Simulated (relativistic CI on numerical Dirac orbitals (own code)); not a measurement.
Hyperfine structure of Pb³⁶⁺, mass number 207

Computed by Dirac-Coulomb-Breit CI, orbitals from a KLI potential per configuration, a model potential for QED, unscaled Slater integrals (own radial code, finite nucleus).

Configurations in the expansion (outside the closed core [Ar] 3d10): 4s²4p⁶4d¹⁰, 4s²4p⁶4d⁹4f, 4s²4p⁵4d¹⁰4f, 4s4p⁶4d¹⁰4f, 4s²4p⁶4d⁹5s, 4s²4p⁶4d⁹5p, 4s²4p⁶4d⁹5d, 4s²4p⁵4d¹⁰5s, 4p⁶4d¹⁰4f², 4p⁶4d⁹4f³, 4p⁵4d¹⁰4f³, 4p⁶4d⁹4f²5s, 4p⁶4d⁹4f²5p, 4p⁶4d⁹4f²5d. Double excitations out of closed p, d and f shells are left out; levels of such configurations are missing from the list, as are those of other unlisted configurations, and high levels can miss mixing partners. These lack a partner that the ground configuration has and come out too high: 4s²4p⁵4d¹⁰5s.

Nuclear spin I = 1/2, μ = 0.5906 μN (tables of Stone and Pyykkö). The electronic factors are computed for point nuclear moments, without core polarisation or the Bohr-Weisskopf and QED corrections.

```csv
Level,E (eV),A (MHz)
4s²4p⁶4d⁹4f ³P°1,232.628,8304
4s²4p⁶4d⁹4f ³H°5,237.766,13030
4s²4p⁶4d⁹4f ³D°2,238.048,10580
4s²4p⁶4d⁹4f ³F°3,241.599,12440
4s²4p⁶4d⁹4f ³H°6,243.065,9934
4s²4p⁶4d⁹4f ¹D°2,244.399,4663
4s²4p⁶4d⁹4f ³F°4,248.834,8948
4s²4p⁶4d⁹4f ³G°5,250.927,9646
```

Levels with J = 0, under 50 % of one LS term, or S terms without an open s electron are left out. Small factors come from cancelling terms and can be off by tens of per cent or more.

At this charge energies of transitions that change n are usually good to better than 1 %, and those within a shell (Δn = 0) to a few per cent.

Give the hyperfine levels of 4s²4p⁶4d⁹4f ³P°1 relative to its centre of gravity.

With K = F(F + 1) − I(I + 1) − J(J + 1), E = AK/2: F = 1/2: -8304, F = 3/2: 4152 MHz.

LS names give the leading component of a level, which can be under half, so a name can repeat, a term be missing and a line seem to break the LS rules.
